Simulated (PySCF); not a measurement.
**Excitation energy of Re by level of theory**

Re [Xe] 4f14 5d5 6s2 (6S) → Re [Xe] 4f14 5d5 6s1 7s1 (8S), as a difference of total energies. All numbers are calculated (PySCF 2.14, the spin-free X2C one-electron Hamiltonian (Gaussian nucleus), in x2c-TZVPPall with one added diffuse shell each of s, p, d, f type (12s8p8d4f1g, 113 functions)). Correlated levels: valence: [Xe] 4f14 frozen. The calculations carry no spin-orbit coupling.

```csv
method,excitation energy (eV)
UHF,3.584
LDA,5.483
PBE,5.009
PBE0,4.815
r2SCAN,4.732
MP2 (valence),4.849
SCS-MP2 (valence),5.191
```

**Question.** How much does correlation contribute at MP2 (valence)?

**Answer.** 4.849 − (3.584) = 1.265 eV, measured against UHF.

The promoted electron is Rydberg-like, and one or two diffuse shells describe it only roughly, which tends to raise the upper state.
